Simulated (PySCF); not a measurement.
Removing the step error of a finite difference

System: CH3NO3Si, singlet, at a GFN2-xTB geometry. Level: PBE/6-31G, polarisability (PySCF). Sums are taken with unrounded values, so a last digit can differ.

Second differences of the energy in a field along z gave a polarisability along z of 30.499 bohr³ at step 0.005 and 30.916 bohr³ at step 0.05 (atomic units).

### Question
Extrapolate to zero step.

### Answer
The leading error of a symmetric difference goes as h², so A(h) = A0 + c h². Then c = (30.916 - (30.499))/(0.05² - 0.005²) = 168 (atomic units) and A0 = 30.499 - c × 0.005² = 30.495 bohr³. The analytic value from the same program and level is 30.495 bohr³: the smaller step missed it by 0.004, the extrapolation by 0.000.
